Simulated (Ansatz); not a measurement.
Total energies of `C[Se][Zr]([F])([F])[Cl]`.

```json
{"atom": "C1", "x (Å)": "1.1358", "y (Å)": "0.6822", "z (Å)": "-0.8715"}
{"atom": "Se2", "x (Å)": "0.9613", "y (Å)": "0.9784", "z (Å)": "1.0726"}
{"atom": "Zr3", "x (Å)": "-1.0775", "y (Å)": "-0.5210", "z (Å)": "0.9495"}
{"atom": "F4", "x (Å)": "-2.2500", "y (Å)": "0.1905", "z (Å)": "-0.3566"}
{"atom": "F5", "x (Å)": "-1.8915", "y (Å)": "-0.5714", "z (Å)": "2.6491"}
{"atom": "Cl6", "x (Å)": "-0.4047", "y (Å)": "-2.6596", "z (Å)": "0.2603"}
{"atom": "H7", "x (Å)": "2.0721", "y (Å)": "0.1589", "z (Å)": "-1.0483"}
{"atom": "H8", "x (Å)": "0.3223", "y (Å)": "0.0869", "z (Å)": "-1.2982"}
{"atom": "H9", "x (Å)": "1.1323", "y (Å)": "1.6551", "z (Å)": "-1.3568"}
```

The species carries charge 0 and has multiplicity 1. Correlated methods include outer-core shells of Se, Zr, which these sets cover unevenly. Scalar relativity is left out up to krypton. Zr: def2 effective core potential. The structure was optimised at the PBE0-D4/def2-TZVP level. It is one conformer, not always the lowest. Basis def2-TZVPP, Ansatz 0.2.0.

RPA on PBE orbitals: Hartree–Fock energy of these orbitals -3144.68867 Eh, correlation -2.27319 Eh (frozen core).

```
functional  energy without D4 (Eh)  D4 term (kJ/mol)
    B2PLYP             -3148.10407                 –
  PBE-QIDH             -3147.66232                 –
```

**Question.** Give the same for LDA (SPW92), PBE, revPBE, BLYP, r2SCAN, B97M-V, PBE0, B3LYP, r2SCANh, r2SCAN0, HSE06 (plane-wave form), BHLYP, CAM-B3LYP, LC-ωPBE, ωB97X-V, ωB97M-V. (Estimate.)

**Answer.** Computed: 
```
             functional  energy without D4 (Eh)  D4 term (kJ/mol)
            LDA (SPW92)             -3142.18211                 –
                    PBE             -3148.06018             -26.1
                 revPBE             -3148.51033             -61.2
                   BLYP             -3148.80840             -53.9
                 r2SCAN             -3148.71992              -6.3
                 B97M-V             -3148.22142                 –
                   PBE0             -3148.14672             -22.6
                  B3LYP             -3148.90358             -42.3
                r2SCANh             -3148.68401              -6.9
                r2SCAN0             -3148.63265              -7.7
HSE06 (plane-wave form)             -3148.13069             -21.6
                  BHLYP             -3148.62683             -39.0
              CAM-B3LYP             -3148.86400             -23.8
                LC-ωPBE             -3148.25805                 –
                ωB97X-V             -3148.43400                 –
                ωB97M-V             -3148.52338                 –
```

B3LYP takes the VWN-RPA correlation (the form of Gaussian; ORCA's B3LYP/G). HSE06 is the plane-wave form, built on full-range PBE exchange. The double hybrids freeze the cores in their second-order part.

LC-ωPBE has ω = 0.4 bohr⁻¹.
